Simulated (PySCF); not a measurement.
Compound: C2H8SiTe.
Bonds: C1–C2, C2–Si3, Si3–Te4. Hydrogens: H5, H6, H7 on C1; H8, H9 on C2; H10, H11 on Si3; H12 on Te4.

Method: PySCF 2.14.0, PBE0-D3(BJ)/def2-SVP geometry optimisation, gas phase, def2 core potentials past Kr.

Question: How far are the bound atoms from Te4?

Answer: 2 atoms: H12 1.666 Å, Si3 2.512 Å. The nearest atom not counted as bound is H10, at 3.21 Å.

Question: What is the shape at Te4?

Answer: Bent: angle 91.5°.

Question: What are the other bond lengths?

Answer: C1–C2 1.524 Å; C2–Si3 1.884 Å; C1–H5, C1–H6, C1–H7 1.101 Å; C2–H8, C2–H9 1.105 Å; Si3–H10, Si3–H11 1.495 Å.

Question: Give some angles away from the centre.

Answer: C1–C2–Si3 115.1°, C2–Si3–Te4 112.8°.

Question: What are the rotational constants (commonest isotopes, rigid rotor)?

Answer: A = 5931, B = 1221, C = 1074 MHz: a near-prolate asymmetric top.

Point group: C1 (no symmetry element, even within 0.4 Å). Charge 0, singlet. PBE0-D3(BJ)/def2-SVP frequencies: not computed here.

Conformer computed: `[CH3:1][CH2:2][SiH2:3][TeH:4]`: C1–C2–Si3–Te4 -58°.

One conformer stands for the species.
